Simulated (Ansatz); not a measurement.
Al2, triplet, at a GFN2-xTB geometry (such geometries of metal compounds can be far from the true shape).

Ansatz (a first-principles code) was given this input:
Ansatz 0.2 input:
```yaml
crystal:
  periodic: [false, false, false]
  atoms:
    - {symbol: Al, position_ang: [-0.00000000, -0.00000000, -1.25283009]}
    - {symbol: Al, position_ang: [0.00000000, 0.00000000, 1.25283009]}
basis:
  gaussian:
    orbitals: STO-3G
correlation: {method: sc_nevpt2, electrons: all, active_space: {window: {electrons: 6, orbitals: 5}}}
magnetization: {spin_polarized: false, initial_magnetization: 2}
```

Problem. What does this run give for the total energy, number of basis functions?

Solution. 
The total energy is -477.8447 Eh and the number of basis functions is 18.
